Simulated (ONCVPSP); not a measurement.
**What one change does to a pseudopotential (copper, ONCV)**

* Element: copper (Cu)
* Generator: ONCVPSP 4.0.1
* Type: optimised norm-conserving Vanderbilt (ONCV)
* Functional: LDA (Perdew-Wang 92)
* Relativity: scalar-relativistic
* Frozen core: [Ne] 3s2
* Valence charge: 17
* Reference configuration: 3p6 3d9 4s2
* Partial waves: 4s: rc 2.30 bohr, ncon 4, nbas 7, qcut 3.3 1/bohr, 2 projectors, debl 2.5 Ha; 3p: rc 0.70 bohr, ncon 5, nbas 8, qcut 12.6 1/bohr, 2 projectors, debl 2.1 Ha; 3d: rc 0.70 bohr, ncon 4, nbas 8, qcut 20.5 1/bohr, local
* Local potential: the d channel
* Core correction: polynomial model core, fcfact 0.6

In the p channel the program set the typed energies aside and used -2.836, 0.250 Ha.

Change: s: ncon 5, nbas 8.

Cutoffs: the cutoffs (Ha) at which the residual kinetic energy of the hardest occupied pseudo-wave falls to 1 and 0.1 mHa per electron; they do not see the model core or the augmentation charge, which bear on the density cutoff. Errors are all-electron minus pseudo energies relative to the spin-unpolarised reference configuration.

Question: Predict the effect on cutoff, ghosts and configuration errors.

Answer: The potential gets neither clearly harder nor softer (168 Ha and 321 Ha → 168 Ha and 321 Ha); both files keep a bound ghost (s); of the 4 tests that both files solve, the error grows in 3 and shrinks in 0 by more than 15 % and 0.3 meV (median size 44.2 → 50.9 meV).

| quantity | base | changed |
| --- | --- | --- |
| cutoff, loose | 168 Ha | 168 Ha |
| cutoff, tight | 321 Ha | 321 Ha |
| loose cutoff by channel | s 5.0 Ha, p 111 Ha, d 168 Ha | s 5.7 Ha, p 111 Ha, d 168 Ha |
| bound ghosts | s | s |
| GHOST(+) flags under 300 eV | s at 87.5 eV | s at 93.7 eV |
| error for 3p6 3d10 4s1, meV [ΔE -2.01 eV] | -38 | -52 |
| error for 3p6 3d10 4s0, meV [ΔE 6.42 eV] | -92 | -118 |
| error for 3p6 3d9 4s0, meV [ΔE 28.11 eV] | -50 | -47 |
| error for 3p6 3d8 4s0, meV [ΔE 67.48 eV] | +4.1 | +50 |
| s: phases at 2.33 bohr within 0.05 rad from the reference energy up to (Ha; the scan ends near 5) | 2.7 | 2.8 |
| p: phases at 0.71 bohr within 0.05 rad from the reference energy up to (Ha; the scan ends near 5) | to the end of the scan | to the end of the scan |
| d: phases at 0.71 bohr within 0.05 rad from the reference energy up to (Ha; the scan ends near 5) | to the end of the scan | to the end of the scan |
| rms error of d²Exc/dni dnj with the model core, mHa | 0.72 | 0.74 |

 A true bound ghost makes a file unfit for plane-wave use even where its test errors are small: the radial tests pick states by their node count and pass the ghost by.
